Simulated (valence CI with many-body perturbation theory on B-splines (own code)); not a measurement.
## Pd XXXII: key properties

Computed by configuration interaction combined with many-body perturbation theory (CI+MBPT): five valence electrons over a frozen Dirac-Fock core [Ne], a basis of 11 s, 11 p, 10 d, 8 f, 5 g, 2 h functions for each j, with the one-electron correlation potential Σ1, the two-electron term Σ2, the three-electron term Σ3, Breit, model QED; selected CI, second order for the rest, scaled by the run's own slope (own B-spline code, finite nucleus).

No measured spectrum was set against this ion. As an estimate, large intervals hold to a few tenths of a per cent, small ones and those within an open d or f shell to about a per cent. Among the levels kept, up to 4100 cm⁻¹ of a level comes from second order outside the variational space, and about a tenth of that is noise between levels of different J, which matters for small intervals.

Levels are named by their leading jj configuration (3d3/2^4 stands for four electrons in 3d with j = 3/2), which in mixed levels can hold well under half, so a name can repeat and another be missing.

Rates and lifetimes use the calculated energies. Strong lines usually hold to 10 to 20 %, long lifetimes can be off by a factor of two.

Problem. What is the ground level?

Solution. (3s^2 3p1/2^2 3p3/2) J=3/2, composition 39 % 3s²3p³ ²P° + 38 % 3s²3p³ ⁴S° + 21 % 3s²3p³ ²D°, g = 1.474.

Problem. Among levels below 379.82 eV, which E1 lines absorb most strongly from the ground level?

Solution. to (3s^2 3p1/2 3p3/2 3d3/2) J=3/2 at 6.986 nm, f = 0.267; to (3s^2 3p1/2 3p3/2 3d3/2) J=5/2 at 6.925 nm, f = 0.193; to (3s^2 3p1/2 3p3/2 3d5/2) J=5/2 at 7.247 nm, f = 0.108.

Problem. How well does LS coupling describe the low levels?

Solution. Among the lowest 20 levels the leading LS term, summed over configurations, holds 53 % on average. For single configurations the figures are 48 % in LS and 74 % in jj coupling. Terms mix most in the J = 3/2 level at 119.34 eV, where the leading one holds 34 %.

Problem. Name the longest-lived excited levels whose lifetime is computed, and their main decay.

Solution. (3s^2 3p1/2 3p3/2^2) J=5/2 at 37.55 eV lives 15.1 μs, mostly by M1 to (3s^2 3p1/2^2 3p3/2) J=3/2; (3s^2 3p1/2 3p3/2^2) J=3/2 at 31.10 eV lives 2.93 μs, mostly by M1 to (3s^2 3p1/2^2 3p3/2) J=3/2; (3s^2 3p1/2 3p3/2^2) J=1/2 at 45.62 eV lives 2.82 μs, mostly by M1 to (3s^2 3p1/2^2 3p3/2) J=3/2. The lifetime of (3s^2 3p1/2 3p3/2 3d5/2) J=9/2 is too uncertain to give, and may be longer.

Problem. Where does the other parity begin?

Solution. At (3s 3p1/2^2 3p3/2^2) J=5/2, 111.66 eV.
